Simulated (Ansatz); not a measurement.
Isolated molecules relaxed with PBE0-D4/def2-TZVP in Ansatz; ΔE leaves out vibrations. CCSD(T)/CBS is the MP2 limit (def2-TZVPP, def2-QZVPP) plus CCSD(T) − MP2 in def2-TZVPP, frozen cores. This one scheme is used for every species. Double bonds are as drawn, so ΔE can hold a change between cis and trans. Functionals use def2-TZVPP. One conformer a species, not always the lowest.

Consider the ligand exchange at the Al–C bond: `C/[C]([AlH2])=C\O` + H₂S → `[AlH2][SH]` + `C/C=C/O`.

`C/[C]([AlH2])=C\O`:

```xyz
12

C     0.807   -1.130   -0.207
C    -0.148    0.022   -0.012
Al   -2.051   -0.037   -0.250
C     0.337    1.219    0.364
O     1.628    1.524    0.597
H     0.289   -2.040   -0.513
H     1.554   -0.921   -0.984
H     1.351   -1.377    0.714
H    -2.766   -1.386   -0.694
H    -2.877    1.296    0.010
H    -0.292    2.091    0.524
H     2.167    0.739    0.451
```

H₂S:

```xyz
3

S    -0.142    0.601    0.051
H    -0.604   -0.402   -0.711
H     0.746   -0.199    0.659
```

`[AlH2][SH]`:

Z-matrix (Å, degrees):
```
Al
S 1 2.181
H 1 1.579 2 116.5
H 1 1.581 2 118.9 3 -180.0
H 2 1.344 1 93.7 3 180.0
```

`C/C=C/O`:

```xyz
10

C    -0.899    0.913   -0.635
C     0.151   -0.103   -0.341
C     0.449   -0.519    0.885
O     1.386   -1.435    1.229
H    -1.681    0.509   -1.287
H    -1.379    1.260    0.283
H    -0.483    1.789   -1.143
H     0.697   -0.522   -1.186
H    -0.062   -0.139    1.763
H     1.822   -1.754    0.432
```

CCSD(T)/CBS gives -23.3 kcal/mol.

**Question.** Another level gave -23.7 kcal/mol. Which?
A. BHLYP/def2-TZVPP
B. revPBE-D4/def2-TZVPP
C. HF/def2-TZVPP
D. PBE-QIDH/def2-TZVPP

**Answer.** D. PBE-QIDH -23.7, revPBE-D4 -21.7, BHLYP -24.9, HF/def2-TZVPP -26.4 kcal/mol.

Largest T1 diagnostic among the species: 0.012.

From PBE to PBE0 (25 % exact exchange), in def2-TZVPP and without D4, ΔE moves by −0.8 kcal/mol. In def2-TZVPP, CCSD(T) changes the Hartree–Fock value by +3.6 kcal/mol (the triples alone add +0.7 kcal/mol) and MP2 by +3.8 kcal/mol.

CCSD(T)/CBS has its own doubt, a few kJ/mol and more with outer-core shells, so smaller differences from it don't rank the levels.
